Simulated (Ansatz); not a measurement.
Reaction (formal loss of a carbene): `CO[SiH2]C` → `CO[SiH3]` + `[CH2]` (triplet)

Calculated with Ansatz (gas phase, PBE0-D4/def2-TZVP geometries, no zero-point term in ΔE). CBS: MP2 limit from def2 TZ/QZ plus the TZ coupled-cluster correction, frozen cores. This one scheme is used for every species. Functionals use def2-TZVPP. B3LYP here is the variant with VWN-RPA as its local correlation; programs differ in this. HSE06 is defined as in plane-wave codes. Triplets are unrestricted, without spin–orbit coupling. One conformer a species, not always the lowest.

`CO[SiH2]C`:

Z-matrix (Å, degrees):
```
C
O 1 1.406
H 1 1.092 2 108.4
H 1 1.097 2 111.7 3 -119.3
H 1 1.096 2 111.6 3 119.1
Si 2 1.646 1 122.9 3 170.6
C 6 1.864 2 112.5 1 66.4
H 6 1.493 2 109.3 1 -54.7
H 6 1.483 2 105.4 1 -172.6
H 7 1.093 6 111.6 2 -62.6
H 7 1.093 6 111.1 2 58.5
H 7 1.094 6 110.0 2 178.1
```

`CO[SiH3]`:

```xyz
9

C    -0.567    1.186    0.353
O    -0.595    0.085   -0.524
Si    0.478   -1.153   -0.416
H    -0.712    0.875    1.394
H    -1.378    1.863    0.079
H     0.380    1.733    0.282
H     0.128   -2.109   -1.491
H     0.392   -1.816    0.916
H     1.875   -0.664   -0.592
```

`[CH2]` (triplet):

Cartesian coordinates in Å:
```
C -0.201 0.142 -0.125
H 0.751 0.649 -0.163
H -0.550 -0.792 0.288
```

```tsv
level	ΔE (kcal/mol)	difference from CCSD(T)/CBS
LDA (SPW92)	132.8	17.4
PBE-D4	117.0	1.6
revPBE-D4	113.6	-1.8
BLYP-D4	113.3	-2.1
r2SCAN-D4	110.7	-4.7
B97M-V	116.2	0.8
PBE0-D4	115.1	-0.3
B3LYP-D4	113.5	-1.9
r2SCANh-D4	110.3	-5.1
CAM-B3LYP-D4	114.5	-0.9
ωB97X-V	117.6	2.2
ωB97M-V	116.4	1.0
B2PLYP	112.9	-2.5
PBE-QIDH	114.6	-0.8
PBE	115.5	0.1
BLYP	110.0	-5.4
r2SCAN	110.3	-5.1
PBE0	113.7	-1.7
B3LYP	111.1	-4.3
r2SCANh	109.9	-5.5
r2SCAN0	109.2	-6.2
HSE06	113.9	-1.5
BHLYP	108.9	-6.5
CAM-B3LYP	113.2	-2.2
LC-ωPBE	113.0	-2.4
RPA@PBE/def2-TZVPP	109.7	-5.7
HF/def2-SVP	79.6	-35.8
MP2/def2-SVP	111.2	-4.2
CCSD/def2-SVP	106.5	-8.9
CCSD(T)/def2-SVP	108.4	-7.0
HF/def2-TZVPP	79.0	-36.4
SCS-MP2/def2-TZVPP	115.1	-0.3
CCSD/def2-TZVPP	109.7	-5.7
CCSD(T)/def2-TZVPP	112.4	-3.0
HF/def2-QZVPP	79.1	-36.3
MP2/def2-QZVPP	117.5	2.1
SCS-MP2/def2-QZVPP	117.2	1.8
HF/CBS(def2)	79.1	-36.3
MP2/CBS(def2)	118.8	3.4
CCSD/CBS(def2)	112.7	-2.7
CCSD(T)/CBS	115.4	0
```

Largest T1 diagnostic among the species: 0.011.

The D4 term adds +2.4 kcal/mol with B3LYP and +1.3 kcal/mol with PBE0; it sums over pairs of atoms, weighted by their polarisabilities, and B3LYP, whose exchange is more repulsive, gets the larger term. From BLYP to BHLYP (50 % exact exchange), in def2-TZVPP and without D4, ΔE moves by −1.2 kcal/mol.
